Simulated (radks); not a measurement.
Question: These are the eigenvalues of the occupied orbitals of an atom or ion with whole-number occupations (Ry). Method: scalar-relativistic Kohn-Sham, PBE, spin-unpolarised, spherical densities, finite nucleus; Fermi nuclear charge, rms radius of each element as measured or else 0.836 A^(1/3) + 0.57 fm; computed with a radial shooting solver on a logarithmic mesh with Libxc functionals.

| orbital | eigenvalue |
|---|---|
| 1s | -3073.887 |
| 2s | -495.1955 |
| 2p | -443.1868 |
| 3s | -107.5191 |
| 3p | -91.04444 |
| 3d | -67.90750 |
| 4s | -22.01807 |
| 4p | -16.62381 |
| 4d | -8.90310 |
| 5s | -3.40472 |
| 5p | -2.05226 |
| 4f | -0.76467 |
| 6s | -0.41051 |
| 6p | -0.19233 |

Which element is it, and in what charge state? The configuration may be excited.

Answer: Z = 59, praseodymium, charge 0: Pr in [Xe] 4f2 6s1 6p2. The list shows which subshells hold electrons but not how many an open one holds; the 1s level, -1536.9 hartree, gives Z - s = 55.4 by -(Z - s)^2/2, which with screening and relativity narrows Z to a few neighbours, and the depths of the outer levels then fix element, charge and occupations together.
